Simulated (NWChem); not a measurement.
System: C4H7Cl; SMILES CC1(Cl)CC1

Input file for NWChem:

```
start job
memory heap 200 mb stack 900 mb global 1100 mb
geometry units angstroms noautosym nocenter noautoz
  C      1.645518     0.485722     0.000000
  C      0.161870     0.250154     0.000000
  Cl    -0.242620    -1.482618     0.000000
  C     -0.767794     1.147189    -0.753343
  C     -0.767794     1.147189     0.753343
  H      2.111632     0.041292    -0.892207
  H      1.856914     1.565894     0.000000
  H      2.111632     0.041292     0.892207
  H     -1.616370     0.682464    -1.260597
  H     -0.329083     1.999477    -1.281130
  H     -1.616370     0.682464     1.260597
  H     -0.329083     1.999477     1.281130
end
basis spherical
  * library def2-svp
end
dft
  xc pbe0
  iterations 150
end
property
  efieldgrad
end
task dft property
```

Output (shortened):

```
             Northwest Computational Chemistry Package (NWChem) 7.3.0
             --------------------------------------------------------

                             Geometry "geometry" -> ""
                             -------------------------

 Output coordinates in angstroms (scale by  1.889725989 to convert to a.u.)

  No.       Tag          Charge          X              Y              Z
 ---- ---------------- ---------- -------------- -------------- --------------
    1 C                    6.0000     1.64551800     0.48572200     0.00000000
    2 C                    6.0000     0.16187000     0.25015400     0.00000000
    3 Cl                  17.0000    -0.24262000    -1.48261800     0.00000000
    4 C                    6.0000    -0.76779400     1.14718900    -0.75334300
    5 C                    6.0000    -0.76779400     1.14718900     0.75334300
    6 H                    1.0000     2.11163200     0.04129200    -0.89220700
    7 H                    1.0000     1.85691400     1.56589400     0.00000000
    8 H                    1.0000     2.11163200     0.04129200     0.89220700
    9 H                    1.0000    -1.61637000     0.68246400    -1.26059700
   10 H                    1.0000    -0.32908300     1.99947700    -1.28113000
   11 H                    1.0000    -1.61637000     0.68246400     1.26059700
   12 H                    1.0000    -0.32908300     1.99947700     1.28113000

 Effective nuclear repulsion energy (a.u.)     224.3250293523

                              NWChem Property Module
                              ----------------------

  itol2e modified to match energy
  convergence criterion.

                                 NWChem DFT Module
                                 -----------------

 Summary of "ao basis" -> "ao basis" (spherical)
 ------------------------------------------------------------------------------
       Tag                 Description            Shells   Functions and Types
 ---------------- ------------------------------  ------  ---------------------
 C                          def2-svp                 6       14   3s2p1d
 Cl                         def2-svp                 8       18   4s3p1d
 H                          def2-svp                 3        5   2s1p

  itol2e modified to match energy
  convergence criterion.

            General Information
            -------------------
          SCF calculation type: DFT
          Wavefunction type:  closed shell.
          No. of atoms     :    12
          No. of electrons :    48
           Alpha electrons :    24
            Beta electrons :    24
          Charge           :     0
          Spin multiplicity:     1
          Use of symmetry is: off; symmetry adaption is: off
          Maximum number of iterations: 150
          AO basis - number of functions:   109
                     number of shells:    53
          Convergence on energy requested:  1.00D-07
          Convergence on density requested:  1.00D-05
          Convergence on gradient requested:  5.00D-04

              XC Information
              --------------
                         PBE0 Method XC Functional
                     Hartree-Fock (Exact) Exchange  0.250
          PerdewBurkeErnzerhof Exchange Functional  0.750
            Perdew 1991 LDA Correlation Functional  1.000 local
           PerdewBurkeErnz. Correlation Functional  1.000 non-local

             Grid Information
             ----------------
          Grid used for XC integration:  fine
          Radial quadrature: Mura-Knowles
          Angular quadrature: Lebedev.
          Tag              B.-S. Rad. Rad. Pts. Rad. Cut. Ang. Pts.
          ---              ---------- --------- --------- ---------
          C                   0.70       70          10.0       590
          Cl                  1.00      123          10.0       770
          H                   0.35       60          11.0       590
          Grid pruning is: on
          Number of quadrature shells:   823
          Spatial weights used:  Erf1

      Superposition of Atomic Density Guess
      -------------------------------------

 Sum of atomic energies:        -613.31771437

      Non-variational initial energy
      ------------------------------

 Total energy =    -616.602921
 1-e energy   =   -1285.579757
 2-e energy   =     444.651806
 HOMO         =      -0.302894
 LUMO         =       0.066623

   convergence    iter        energy       DeltaE   RMS-Dens  Diis-err
 ---------------- ----- ----------------- --------- --------- ---------
 d= 0,ls=0.0,diis     1   -616.1650097027 -8.40D+02  7.40D-03  4.06D-01
 d= 0,ls=0.0,diis     2   -616.1795757422 -1.46D-02  5.22D-03  2.91D-01
 d= 0,ls=0.0,diis     3   -616.2090401847 -2.95D-02  1.60D-03  4.44D-02
 d= 0,ls=0.0,diis     4   -616.2145257679 -5.49D-03  1.91D-04  4.69D-04
 d= 0,ls=0.0,diis     5   -616.2145786641 -5.29D-05  5.12D-05  4.72D-05
  Resetting Diis
 d= 0,ls=0.0,diis     6   -616.2145845576 -5.89D-06  1.63D-05  1.71D-06
 d= 0,ls=0.0,diis     7   -616.2145847947 -2.37D-07  4.92D-06  6.67D-08
 d= 0,ls=0.0,diis     8   -616.2145847990 -4.34D-09  2.31D-06  4.06D-08

         Total DFT energy =     -616.214584799004
      One electron energy =    -1289.963538569255
           Coulomb energy =      501.631471217367
    Exchange-Corr. energy =      -52.207546799440
 Nuclear repulsion energy =      224.325029352325

 Numeric. integr. density =       47.999997147886

                       DFT Final Molecular Orbital Analysis
                       ------------------------------------

 Vector   22  Occ=2.000000D+00  E=-3.368253D-01
              MO Center= -2.8D-01,  2.6D-01,  2.7D-10, r^2= 3.4D+00
   Bfn.  Coefficient  Atom+Function         Bfn.  Coefficient  Atom+Function
  ----- ------------  ---------------      ----- ------------  ---------------
    39      0.341760   3 Cl px               36      0.262765   3 Cl px
    52      0.241742   4 C  pz               66     -0.241742   5 C  pz
    17     -0.191685   2 C  s                50     -0.157638   4 C  px
    64     -0.157638   5 C  px               33      0.152443   3 Cl px
    80      0.143343   7 H  s                 5      0.141406   1 C  py

[...]

          -----------------------
          Electric field gradient
          -----------------------

 1 a.u. = 0.324123 10**(16) esu/cm**3  ( or statvolts/cm**2 ) = 0.97174 10**(22) v/m**2

 ------------------------------------------------------------
   Atom      X         Y         Z
 ------------------------------------------------------------
    1 C    3.10958   0.91788   0.00000
 ------------------------------------------------------------

 Electric field gradient in molecular frame (a.u.)
         XX             YY             ZZ             XY             XZ             YZ
 ------------------------------------------------------------------------------------------
       -0.063119       0.018549       0.044570      -0.031809      -0.000000      -0.000000

 Principal components (a.u.) and orientation
 of principal axis w.r.t. absolute frame                      Asymmetry parameter eta
 --------------------------------------------------------------------------------------
       -0.074047       0.044570       0.029477                       0.203838

        0.945752      -0.000000      -0.324889
        0.324889      -0.000000       0.945752
        0.000000       1.000000       0.000000

 ------------------------------------------------------------
   Atom      X         Y         Z
 ------------------------------------------------------------
    2 C    0.30589   0.47272   0.00000
 ------------------------------------------------------------

 Electric field gradient in molecular frame (a.u.)
         XX             YY             ZZ             XY             XZ             YZ
 ------------------------------------------------------------------------------------------
        0.063286      -0.410429       0.347143      -0.039036       0.000000      -0.000000

 Principal components (a.u.) and orientation
 of principal axis w.r.t. absolute frame                      Asymmetry parameter eta
 --------------------------------------------------------------------------------------
       -0.413624       0.347143       0.066481                       0.678542

        0.081579       0.000000       0.996667
        0.996667      -0.000000      -0.081579
        0.000000       1.000000      -0.000000

 ------------------------------------------------------------
   Atom      X         Y         Z
 ------------------------------------------------------------
    3 Cl  -0.45849  -2.80174   0.00000
 ------------------------------------------------------------

 Electric field gradient in molecular frame (a.u.)
         XX             YY             ZZ             XY             XZ             YZ
 ------------------------------------------------------------------------------------------
        1.450969      -3.243785       1.792816      -1.158251      -0.000000       0.000000

 Principal components (a.u.) and orientation
 of principal axis w.r.t. absolute frame                      Asymmetry parameter eta
 --------------------------------------------------------------------------------------
       -3.513988       1.792816       1.721172                       0.020388

        0.227185      -0.000000       0.973852
        0.973852       0.000000      -0.227185
       -0.000000       1.000000       0.000000

 ------------------------------------------------------------
   Atom      X         Y         Z
 ------------------------------------------------------------
    4 C   -1.45092   2.16787  -1.42361
 ------------------------------------------------------------

 Electric field gradient in molecular frame (a.u.)
         XX             YY             ZZ             XY             XZ             YZ
 ------------------------------------------------------------------------------------------
        0.053134       0.049328      -0.102462       0.007455      -0.086422       0.094742

 Principal components (a.u.) and orientation
 of principal axis w.r.t. absolute frame                      Asymmetry parameter eta
 --------------------------------------------------------------------------------------
       -0.176999       0.118187       0.058812                       0.335450

        0.336752       0.595606       0.729282
       -0.373005      -0.626771       0.684124
        0.864561      -0.502406       0.011097

 ------------------------------------------------------------
   Atom      X         Y         Z
 ------------------------------------------------------------
    5 C   -1.45092   2.16787   1.42361
 ------------------------------------------------------------

 Electric field gradient in molecular frame (a.u.)
         XX             YY             ZZ             XY             XZ             YZ
 ------------------------------------------------------------------------------------------
        0.053134       0.049328      -0.102462       0.007455       0.086422      -0.094742

 Principal components (a.u.) and orientation
 of principal axis w.r.t. absolute frame                      Asymmetry parameter eta
 --------------------------------------------------------------------------------------
       -0.176999       0.118187       0.058812                       0.335450

       -0.336752       0.595606       0.729282
        0.373005      -0.626771       0.684124
        0.864561       0.502406      -0.011097

 ------------------------------------------------------------
   Atom      X         Y         Z
 ------------------------------------------------------------
    6 H    3.99041   0.07803  -1.68603
 ------------------------------------------------------------

 Electric field gradient in molecular frame (a.u.)
         XX             YY             ZZ             XY             XZ             YZ
 ------------------------------------------------------------------------------------------
        0.066325       0.078504      -0.144829       0.074681       0.153725      -0.147398

 Principal components (a.u.) and orientation
 of principal axis w.r.t. absolute frame                      Asymmetry parameter eta
 --------------------------------------------------------------------------------------
       -0.298204       0.152102       0.146102                       0.020119

       -0.424488      -0.217083       0.879025
        0.401663       0.824930       0.397690
        0.811465      -0.521887       0.262979

 ------------------------------------------------------------
   Atom      X         Y         Z
 ------------------------------------------------------------
    7 H    3.50906   2.95911   0.00000
 ------------------------------------------------------------

 Electric field gradient in molecular frame (a.u.)
         XX             YY             ZZ             XY             XZ             YZ
 ------------------------------------------------------------------------------------------
        0.128585      -0.282515       0.153929      -0.081176      -0.000000       0.000000

 Principal components (a.u.) and orientation
 of principal axis w.r.t. absolute frame                      Asymmetry parameter eta
 --------------------------------------------------------------------------------------
       -0.297963       0.153929       0.144034                       0.033210

        0.186953      -0.000000       0.982369
        0.982369       0.000000      -0.186953
        0.000000       1.000000       0.000000

 ------------------------------------------------------------
   Atom      X         Y         Z
 ------------------------------------------------------------
    8 H    3.99041   0.07803   1.68603
 ------------------------------------------------------------

 Electric field gradient in molecular frame (a.u.)
         XX             YY             ZZ             XY             XZ             YZ
 ------------------------------------------------------------------------------------------
        0.066325       0.078504      -0.144829       0.074681      -0.153725       0.147398

 Principal components (a.u.) and orientation
 of principal axis w.r.t. absolute frame                      Asymmetry parameter eta
 --------------------------------------------------------------------------------------
       -0.298204       0.152102       0.146102                       0.020119

        0.424488      -0.217083       0.879025
       -0.401663       0.824930       0.397690
        0.811465       0.521887      -0.262979

 ------------------------------------------------------------
   Atom      X         Y         Z
 ------------------------------------------------------------
    9 H   -3.05450   1.28967  -2.38218
 ------------------------------------------------------------

 Electric field gradient in molecular frame (a.u.)
         XX             YY             ZZ             XY             XZ             YZ
 ------------------------------------------------------------------------------------------
       -0.123669       0.071135       0.052535      -0.160460      -0.172629      -0.084120

 Principal components (a.u.) and orientation
 of principal axis w.r.t. absolute frame                      Asymmetry parameter eta
 --------------------------------------------------------------------------------------
       -0.314242       0.168098       0.146143                       0.069867

        0.777595      -0.624443      -0.073602
        0.424929       0.608177      -0.670489
        0.463445       0.490093       0.738260

[...]
```

Level: PBE0/def2-SVP. Coordinates come from a PBE0/def2-SVP optimisation. No frequency run checked for a minimum. NWChem prints the field gradient with the sign opposite to the second derivative of the potential.
